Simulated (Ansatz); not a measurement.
[MS4] with several metals: PBE-D4/def2-TZVPD single points in Ansatz on relaxed structures, gas phase. Core potentials for Mo, Nb, Re, Ta, Tc, W, no spin–orbit coupling. A dash marks a value that wasn't run or was left out as unsound. The structures are stationary points that may keep the symmetry of their start. Remarks come from the PBE and PBE0 runs and from stability tests at other levels; not every state was tested. A HOMO above zero means that the electron is unbound at that level and held by the basis, or that self-interaction error raises the level; the energy of removing that electron tells which. HOMO above LUMO (over both spins in singlets and doublets, within one spin in higher multiplets; at PBE or PBE0), or a gap under 0.15 eV within one spin, warns that the state may not be the lowest or that an electron is smeared out.

Problem. Estimate the order by HOMO (eV), lowest first.
A. [ReS4]- (ReS4⁻) (singlet)
B. [WS4]2- (WS4²⁻) (singlet)
C. [VS4]3- (VS4³⁻) (singlet)
D. [TaS4]3- (TaS4³⁻) (singlet)
E. [MnS4]- (MnS4⁻) (singlet)
F. [CrS4]2- (CrS4²⁻) (singlet)
G. [TcS4]- (TcS4⁻) (singlet)

Solution. A (-1.67), G (-1.59), E (-1.28), B (2.76), F (3.16), D (6.46), C (6.90).

In full:

```json
{"species": "[VS4]3- (VS4³⁻)", "atoms": "5", "state": "singlet", "geometry": "r2SCAN-D4/def2-SVPD", "HOMO (eV)": "6.90", "vertical IE (eV)": "–", "point group (within 0.1 Å)": "Td", "remarks": "HOMO above zero at PBE or PBE0, restricted SCF unstable in HF"}
{"species": "[WS4]2- (WS4²⁻)", "atoms": "5", "state": "singlet", "geometry": "PBE0-D4/def2-SVPD", "HOMO (eV)": "2.76", "vertical IE (eV)": "-0.56", "point group (within 0.1 Å)": "Td", "remarks": "HOMO above zero at PBE or PBE0, gap within one spin near zero at PBE or PBE0 (-1 doublet)"}
{"species": "[MnS4]- (MnS4⁻)", "atoms": "5", "state": "singlet", "geometry": "r2SCAN-D4/def2-SVPD", "HOMO (eV)": "-1.28", "vertical IE (eV)": "3.69", "point group (within 0.1 Å)": "Td", "remarks": "triplet 0.10 eV lower at PBE0-D4/def2-TZVPD (not tabulated), restricted SCF unstable in HF, gap within one spin near zero at PBE or PBE0 (neutral doublet), spin-contaminated (⟨S²⟩ up to 2.08) (neutral doublet)"}
{"species": "[CrS4]2- (CrS4²⁻)", "atoms": "5", "state": "singlet", "geometry": "PBE-D4/def2-SVPD", "HOMO (eV)": "3.16", "vertical IE (eV)": "–", "point group (within 0.1 Å)": "Td", "remarks": "HOMO above zero at PBE or PBE0, restricted SCF unstable in HF"}
{"species": "[TaS4]3- (TaS4³⁻)", "atoms": "5", "state": "singlet", "geometry": "PBE-D4/def2-SVPD", "HOMO (eV)": "6.46", "vertical IE (eV)": "–", "point group (within 0.1 Å)": "Td", "remarks": "HOMO above zero at PBE or PBE0"}
{"species": "[MoS4]2- (MoS4²⁻)", "atoms": "5", "state": "singlet", "geometry": "B3LYP-D4/def2-SVPD", "HOMO (eV)": "2.78", "vertical IE (eV)": "-0.59", "point group (within 0.1 Å)": "Td", "remarks": "HOMO above zero at PBE or PBE0, gap within one spin near zero at PBE or PBE0 (-1 doublet)"}
{"species": "[ReS4]- (ReS4⁻)", "atoms": "5", "state": "singlet", "geometry": "PBE0-D4/def2-SVPD", "HOMO (eV)": "-1.67", "vertical IE (eV)": "4.05", "point group (within 0.1 Å)": "Td", "remarks": "gap within one spin near zero at PBE or PBE0 (neutral doublet)"}
{"species": "[NbS4]3- (NbS4³⁻)", "atoms": "5", "state": "singlet", "geometry": "B3LYP-D4/def2-SVPD", "HOMO (eV)": "6.49", "vertical IE (eV)": "-4.58", "point group (within 0.1 Å)": "Td", "remarks": "HOMO above zero at PBE or PBE0, HOMO above zero (-2 doublet), gap within one spin near zero at PBE or PBE0 (-2 doublet)"}
{"species": "[TcS4]- (TcS4⁻)", "atoms": "5", "state": "singlet", "geometry": "PBE0-D4/def2-SVPD", "HOMO (eV)": "-1.59", "vertical IE (eV)": "3.98", "point group (within 0.1 Å)": "Td", "remarks": "restricted SCF unstable in HF, gap within one spin near zero at PBE or PBE0 (neutral doublet), spin-contaminated (⟨S²⟩ up to 0.85) (neutral doublet)"}
```

The vertical IE (eV) runs from -4.58 ([NbS4]3-) to 4.05 ([ReS4]-).
